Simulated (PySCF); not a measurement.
**Exercise with solution: dipole moment from atomic charges**

arsine (AsH₃), SMILES [AsH3]. Atoms are numbered in the order given.

```xyz
4

As     0.0000     0.0000     0.0706
H      1.0983    -0.6341    -0.7767
H     -1.0983    -0.6341    -0.7767
H      0.0000     1.2682    -0.7767
```
Charge 0, spin multiplicity 1.

Geometry optimised at B3LYP-D3(BJ)/def2-TZVPD.

Charges (e) from HF/def2-TZVPD (PySCF):

| atom | ESP fit | IAO |
|---|---|---|
| As1 | -0.085 | 0.211 |
| H2 | 0.030 | -0.070 |
| H3 | 0.030 | -0.070 |
| H4 | 0.025 | -0.070 |

The dipole moment of the full density is 0.34 D.

Problem. What dipole moment does each set of point charges give, and which comes closer to that of the density?

Solution. 
μ = Σ q r, and 1 e Å = 4.8032 D.
ESP fit: Σ q r = (0.000, -0.006, -0.072) e Å, |μ| = 0.35 D.
IAO: Σ q r = (0.000, 0.000, 0.178) e Å, |μ| = 0.85 D.
ESP fit comes closer in size. Point charges leave out the atoms' own dipoles (lone pairs, polarised bonds); fits to the potential absorb them, partitions of the density don't.
